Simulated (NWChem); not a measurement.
C₂H₇InO; SMILES C[O][InH][CH3]

```xyz
11

In    -0.3030     0.3490     0.0001
H     -2.0136     0.1044    -0.0003
C      1.0509     2.0117    -0.0002
H      0.8760     2.6514     0.8769
H      0.9112     2.6191    -0.9062
H      2.0796     1.6276     0.0261
O      0.7141    -1.3856     0.0009
C      0.1598    -2.6569    -0.0006
H      0.4830    -3.2346    -0.8900
H      0.4846    -3.2373     0.8864
H     -0.9516    -2.6732     0.0004
```
Atoms are numbered in this order, from 1.

Program: NWChem. Medium grid unless said otherwise, to which SCAN and Minnesota functionals are sensitive. Coordinates come from a PBE0/def2-SVP optimisation. No frequency run checked for a minimum. def2 effective core potentials on In; no spin-orbit coupling. Total energies of different functionals are on different scales.

```tsv
level	energy (Ha)	highest occupied level (eV)	orbital gap (eV)	dipole (D)
PBE/def2-SVP	-345.4398	-5.46	3.71	1.61
B3LYP/def2-SVP	-345.7097	-6.64	5.31	1.82
PBE0/def2-SVP	-345.4563	-6.88	5.81	1.90
Hartree-Fock/def2-SVP	-343.7371	-10.69	12.06	2.31
PW6B95/def2-SVP	-345.9293	-7.01	5.92	1.91
r2SCAN/def2-SVP	-345.6158	-5.73	4.21	1.77
```
